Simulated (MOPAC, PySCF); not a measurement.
H6N2Si, SMILES `N[SiH2]N`, neutral singlet in the gas phase. 

Z-matrix (Å, degrees):
```
Si
N 1 1.7131
H 2 1.0076 1 120.28
H 2 1.0084 3 111.63 1 -151.33
N 1 1.7133 2 108.12 3 152.39
H 5 1.0076 1 120.35 2 152.67
H 5 1.0084 6 111.63 1 -151.16
H 1 1.4919 2 117.44 3 -91.22
H 1 1.4919 8 107.75 5 124.99
```
Charge 0, spin multiplicity 1.

All levels are single points at this geometry (r2SCAN-D4/def2-TZVP); Pople sets use spherical d functions. Orbital energies aren't observables, and empty levels follow the basis.

```json
[
 {"level": "r2SCAN-D4/def2-TZVP in PySCF", "HOMO (eV)": "-6.10", "LUMO (eV)": "0.81", "gap (eV)": "6.92", "dipole (D)": "0.73", "vertical IE, Delta-SCF (eV)": "–"},
 {"level": "B3LYP/6-311+G** in PySCF", "HOMO (eV)": "-7.04", "LUMO (eV)": "-0.12", "gap (eV)": "6.92", "dipole (D)": "0.42", "vertical IE, Delta-SCF (eV)": "–"},
 {"level": "BP86/6-31G* in PySCF", "HOMO (eV)": "-5.52", "LUMO (eV)": "0.89", "gap (eV)": "6.41", "dipole (D)": "0.80", "vertical IE, Delta-SCF (eV)": "–"},
 {"level": "M06-2X/6-31G* in PySCF", "HOMO (eV)": "-8.27", "LUMO (eV)": "2.48", "gap (eV)": "10.75", "dipole (D)": "0.59", "vertical IE, Delta-SCF (eV)": "–"},
 {"level": "PBE/6-31G* in PySCF", "HOMO (eV)": "-5.41", "LUMO (eV)": "0.88", "gap (eV)": "6.30", "dipole (D)": "0.80", "vertical IE, Delta-SCF (eV)": "8.71"},
 {"level": "SVWN5/6-31G* in PySCF", "HOMO (eV)": "-5.47", "LUMO (eV)": "0.70", "gap (eV)": "6.17", "dipole (D)": "0.80", "vertical IE, Delta-SCF (eV)": "8.80"},
 {"level": "AM1 in MOPAC", "HOMO (eV)": "-9.68", "LUMO (eV)": "1.98", "gap (eV)": "11.65", "dipole (D)": "0.08", "vertical IE, Delta-SCF (eV)": "–"},
 {"level": "PM3 in MOPAC", "HOMO (eV)": "-8.50", "LUMO (eV)": "0.93", "gap (eV)": "9.44", "dipole (D)": "0.21", "vertical IE, Delta-SCF (eV)": "–"},
 {"level": "PM7 in MOPAC", "HOMO (eV)": "-9.54", "LUMO (eV)": "1.52", "gap (eV)": "11.07", "dipole (D)": "0.39", "vertical IE, Delta-SCF (eV)": "–"}
]
```
